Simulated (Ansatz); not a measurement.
Consider the ligand exchange at the Si–C bond: `C=C(C)[SiH2][SiH3]` + `OBCl` → `[SiH3][SiH2]OBCl` + `C=CC`.

Program: Ansatz. Geometries: PBE0-D4/def2-TZVP. ΔE: electronic, gas phase. CCSD(T)/CBS is the MP2 limit (def2-TZVPP, def2-QZVPP) plus CCSD(T) − MP2 in def2-TZVPP, frozen cores. This one scheme is used for every species. One conformer a species, not always the lowest.

`C=C(C)[SiH2][SiH3]`:

Z-matrix (Å, degrees):
```
C
C 1 1.499
H 1 1.095 2 111.3
H 1 1.093 2 111.5 3 -120.8
H 1 1.095 2 111.0 3 118.4
Si 2 1.872 1 118.4 3 -58.7
C 2 1.332 1 122.0 3 120.3
Si 6 2.344 2 110.7 1 65.0
H 6 1.489 2 109.5 1 -173.8
H 6 1.492 2 110.1 1 -54.3
H 7 1.088 2 121.4 1 -0.1
H 7 1.085 2 122.1 1 179.8
H 8 1.488 6 110.4 2 62.6
H 8 1.490 6 110.4 2 -57.0
H 8 1.489 6 111.0 2 -176.9
```

`OBCl`:

```xyz
5

O     0.348    1.003    0.035
B     0.218   -0.327    0.135
Cl   -1.248   -1.143   -0.417
H    -0.416    1.441   -0.356
H     1.099   -0.973    0.603
```

`[SiH3][SiH2]OBCl`:

Cartesian coordinates in Å:
```
Si 0.472 0.209 1.684
Si 1.074 0.158 -0.583
O -0.230 -0.155 -1.576
B -1.522 -0.379 -1.324
Cl -2.621 -0.675 -2.661
H 1.701 0.495 2.473
H -0.529 1.277 1.943
H -0.086 -1.100 2.114
H 2.078 -0.905 -0.842
H 1.638 1.463 -1.011
H -1.975 -0.388 -0.216
```

`C=CC`:

Z-matrix (Å, degrees):
```
C
C 1 1.490
H 1 1.095 2 111.0
H 1 1.095 2 111.0 3 118.3
H 1 1.092 2 111.5 3 -120.8
C 2 1.325 1 125.1 3 120.8
H 2 1.088 1 116.2 3 -59.2
H 6 1.084 2 121.6 1 -180.0
H 6 1.086 2 121.4 1 0.0
```

```
             species  MP2/CBS(def2) energy (Eh)
`C=C(C)[SiH2][SiH3]`                 -698.20071
              `OBCl`                 -560.99305
  `[SiH3][SiH2]OBCl`                -1141.53282
              `C=CC`                 -117.68950
```

Work out ΔE.

ΔE = (-1141.53282) + (-117.68950) − (-698.20071) − (-560.99305) = -0.02856 Eh = -17.9 kcal/mol. CCSD(T)/CBS gives -18.4 kcal/mol.

Largest T1 diagnostic among the species: 0.013.

In def2-TZVPP, CCSD(T) changes the Hartree–Fock value by +5.9 kcal/mol (the triples alone add +1.0 kcal/mol) and MP2 by +6.4 kcal/mol. The D4 term adds +1.4 kcal/mol with B3LYP and +0.8 kcal/mol with PBE0; it sums over pairs of atoms, weighted by their polarisabilities, and B3LYP, whose exchange is more repulsive, gets the larger term.

B3LYP here is the variant with VWN-RPA as its local correlation; programs differ in this.
